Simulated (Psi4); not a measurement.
ethylene carbonate (C3H4O3), singlet, at a GFN2-xTB geometry; MP2/STO-3G (Psi4).

The Psi4 input:
```
memory 2 GB

molecule {
0 1
  O     2.02364805   -0.10196367   -0.02219553
  C     0.84129222   -0.04238941   -0.00922736
  O     0.02528031   -1.10906625    0.06015929
  C    -1.32923011   -0.70405933    0.05664352
  C    -1.25265770    0.83415051   -0.02832517
  O     0.13529665    1.10097540   -0.06192051
  H    -1.80468390   -1.05510197    0.97634301
  H    -1.82913313   -1.15234299   -0.80606914
  H    -1.71042935    1.23221471   -0.93778897
  H    -1.68598012    1.32945573    0.84462318
}

set basis sto-3g

energy('mp2')
print_variables()
```

**Question.** Predict the main parts of the log of this Psi4 run.

**Answer.** 
```
    SCF Algorithm Type (re)set to DF.

   => Loading Basis Set <=

    Name: STO-3G
    Role: ORBITAL
    Keyword: BASIS

         ---------------------------------------------------------
                                   SCF
               by Justin Turney, Rob Parrish, Andy Simmonett
                          and Daniel G. A. Smith
                              RHF Reference
         ---------------------------------------------------------

  ==> Geometry <==

    Molecular point group: c1
    Full point group: C1

    Geometry (in Angstrom), charge = 0, multiplicity = 1:

       Center              X                  Y                   Z               Mass
    ------------   -----------------  -----------------  -----------------  -----------------
         O            1.944524893580    -0.097976963836    -0.021327701430    15.994914619570
         C            0.762169063580    -0.038402703836    -0.008359531430    12.000000000000
         O           -0.053842846420    -1.105079543836     0.061027118570    15.994914619570
         C           -1.408353266420    -0.700072623836     0.057511348570    12.000000000000
         C           -1.331780856420     0.838137216164    -0.027457341430    12.000000000000
         O            0.056173493580     1.104962106164    -0.061052681430    15.994914619570
         H           -1.883807056420    -1.051115263836     0.977210838570     1.007825032230
         H           -1.908256286420    -1.148356283836    -0.805201311430     1.007825032230
         H           -1.789552506420     1.236201416164    -0.936921141430     1.007825032230
         H           -1.765103276420     1.333442436164     0.845491008570     1.007825032230

  Running in c1 symmetry.

  Rotational constants: A =      0.26960  B =      0.13003  C =      0.09075 [cm^-1]
  Rotational constants: A =   8082.55202  B =   3898.11791  C =   2720.74669 [MHz]
  Nuclear repulsion =  247.481581485795886

  Charge       = 0
  Multiplicity = 1
  Electrons    = 46
  Nalpha       = 23
  Nbeta        = 23

  ==> Algorithm <==

  SCF Algorithm Type is DF.
  DIIS enabled.
  MOM disabled.
  Fractional occupation disabled.
  Guess Type is SAD.
  Energy threshold   = 1.00e-08
  Density threshold  = 1.00e-08
  Integral threshold = 1.00e-12

  ==> Primary Basis <==

  Basis Set: STO-3G
    Blend: STO-3G
    Number of shells: 22
    Number of basis functions: 34
    Number of Cartesian functions: 34
    Spherical Harmonics?: true
    Max angular momentum: 1

   => Loading Basis Set <=

    Name: (STO-3G AUX)
    Role: JKFIT
    Keyword: DF_BASIS_SCF

  ==> Integral Setup <==

  SCF_SUBTYPE=INCORE selected. In-core MEM_DF algorithm will be used.
  Using in-core AOs.

  ==> MemDFJK: Density-Fitted J/K Matrices <==

    J tasked:                   Yes
    K tasked:                   Yes
    wK tasked:                   No
    Algorithm:                 Core
    Schwarz Cutoff:           1E-12
    Mask sparsity (%):       1.5571
    Fitting Condition:        1E-10

   => Auxiliary Basis Set <=

  Basis Set: (STO-3G AUX)
    Blend: DEF2-UNIVERSAL-JKFIT
    Number of shells: 174
    Number of basis functions: 528
    Number of Cartesian functions: 626
    Spherical Harmonics?: true
    Max angular momentum: 4

  Minimum eigenvalue in the overlap matrix is 2.1873795865E-01.
  Reciprocal condition number of the overlap matrix is 9.0370812269E-02.
    Using symmetric orthogonalization.

  ==> Pre-Iterations <==

  SCF Guess: Superposition of Atomic Densities via on-the-fly atomic UHF (no occupation information).

   -------------------------
    Irrep   Nso     Nmo
   -------------------------
     A         34      34
   -------------------------
    Total      34      34
   -------------------------

  ==> Iterations <==

                           Total Energy        Delta E     RMS |[F,P]|

   @DF-RHF iter SAD:  -332.60630348314328   -3.32606e+02   0.00000e+00
[...]
  Energy and wave function converged.

  ==> Post-Iterations <==

    Orbital Energies [Eh]
    ---------------------

    Doubly Occupied:

[...]
    Virtual:

[...]
    Final Occupation by Irrep:
              A
    DOCC [    23 ]
    NA   [    23 ]
    NB   [    23 ]

  @DF-RHF Final Energy:  -336.08918010877449

   => Energetics <=

    Nuclear Repulsion Energy =            247.4815814857958856
    One-Electron Energy =                -953.5219987876629375
    Two-Electron Energy =                 369.9512371930925383
    Total Energy =                       -336.0891801087744852

Computation Completed

Properties will be evaluated at   0.000000,   0.000000,   0.000000 [a0]

Properties computed using the SCF density matrix

 Multipole Moments:

 ------------------------------------------------------------------------------------
     Multipole            Electronic (a.u.)      Nuclear  (a.u.)        Total (a.u.)
 ------------------------------------------------------------------------------------

 L = 1.  Multiply by 2.5417464519 to convert [e a0] to [Debye]
 Dipole X            :          5.2879619           -6.8779703           -1.5900084
 Dipole Y            :         -0.2664396            0.3465539            0.0801143
 Dipole Z            :         -0.0579988            0.0754381            0.0174393
 Magnitude           :                                                    1.5921210

 ------------------------------------------------------------------------------------

  //>>>>>>>>>>>>>>>>>>>>>>>>>>>>>>>>>>>//
  //               DFMP2               //
  //<<<<<<<<<<<<<<<<<<<<<<<<<<<<<<<<<<<//

   => Loading Basis Set <=

    Name: (STO-3G AUX)
    Role: RIFIT
    Keyword: DF_BASIS_MP2

	 --------------------------------------------------------
	                          DF-MP2
	      2nd-Order Density-Fitted Moller-Plesset Theory

	        Rob Parrish, Justin Turney, Andy Simmonett,
	           Ed Hohenstein, and C. David Sherrill
	 --------------------------------------------------------

   => Auxiliary Basis Set <=

  Basis Set: (STO-3G AUX)
    Blend: DEF2-SVP-RI
    Number of shells: 120
    Number of basis functions: 344
    Number of Cartesian functions: 390
    Spherical Harmonics?: true
    Max angular momentum: 3

	 --------------------------------------------------------
	                 NBF =    34, NAUX =   344
	 --------------------------------------------------------
	   CLASS    FOCC     OCC    AOCC    AVIR     VIR    FVIR
	   PAIRS       0      23      23      11      11       0
	 --------------------------------------------------------

	-----------------------------------------------------------
	 ==================> DF-MP2 Energies <====================
	-----------------------------------------------------------
	 Reference Energy          =    -336.0891801087744852 [Eh]
	 Singles Energy            =      -0.0000000000000000 [Eh]
	 Same-Spin Energy          =      -0.0547008886697481 [Eh]
	 Opposite-Spin Energy      =      -0.2311778965273790 [Eh]
	 Correlation Energy        =      -0.2858787851971272 [Eh]
	 Total Energy              =    -336.3750588939716408 [Eh]
	-----------------------------------------------------------
	 ================> DF-SCS-MP2 Energies <==================
	-----------------------------------------------------------
	 SCS Same-Spin Scale       =       0.3333333333333333 [-]
	 SCS Opposite-Spin Scale   =       1.2000000000000000 [-]
	 SCS Same-Spin Energy      =      -0.0182336295565827 [Eh]
	 SCS Opposite-Spin Energy  =      -0.2774134758328548 [Eh]
	 SCS Correlation Energy    =      -0.2956471053894375 [Eh]
	 SCS Total Energy          =    -336.3848272141639200 [Eh]
	-----------------------------------------------------------

  Variable Map:
  ----------------------------------------------------------------------------
[...]
  Array Variable Map:
  ----------------------------------------------------------------------------
[...]
[...]
```
